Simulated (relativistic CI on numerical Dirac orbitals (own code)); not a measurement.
# Sensitivity of the levels of Si⁺ to α

Method of calculation: Dirac-Coulomb-Breit CI, KLI orbitals optimised for each configuration, valence Slater integrals scaled by 0.85, P86 correlation energy added to each configuration, derivatives by finite differences, QED left out (own radial code, finite nucleus).

CI space (outside the closed core [Ne]): 3s2 3p, 3s 3p2, 3s2 4s, 3s2 3d, 3s2 4p, 3s2 5s, 3s2 4d, 3s2 4f. Levels of other configurations are missing.

With x = (α/α₀)² − 1 an excitation energy changes as ω = ω₀ + qx; K = 2q/ω₀ is the relative enhancement. Terms are leading LS components, so labels can repeat.

Lowest level 3s2 3p 2P°_1/2.

```
         Level  ω₀ (cm⁻¹)  q (cm⁻¹)         K
3s2 3p 2P°_3/2      287.3     288.2      2.01
 3s 3p2 4P_1/2    35794.0     487.3    0.0272
 3s 3p2 4P_3/2    35899.4       594    0.0331
 3s 3p2 4P_5/2    36070.8     765.3    0.0424
 3s 3p2 2D_3/2    52715.7       543    0.0206
 3s 3p2 2D_5/2    52732.2     560.4    0.0213
 3s2 4s 2S_1/2    66664.2     6.921  0.000208
 3s 3p2 2S_1/2    73177.1     660.6    0.0181
 3s2 3d 2D_3/2    80618.2     224.7   0.00557
 3s2 3d 2D_5/2    80631.5     239.3   0.00594
3s2 4p 2P°_1/2    82256.1     53.57    0.0013
3s2 4p 2P°_3/2    82312.3     109.9   0.00267
 3s 3p2 2P_1/2    84548.5     538.1    0.0127
```

For a near-neutral ion this model can misplace configurations by up to about 10,000 cm⁻¹ (more where the count of f electrons changes) and terms by 10 to 25 % of their spread. Rates follow the energies as ν³ (E1, M1) or ν⁵ (E2), so they and the lifetimes can be off by large factors. The fine structure of a lone outer electron comes out too small, for d and f at times inverted, and misplaced configurations move strength between like terms.
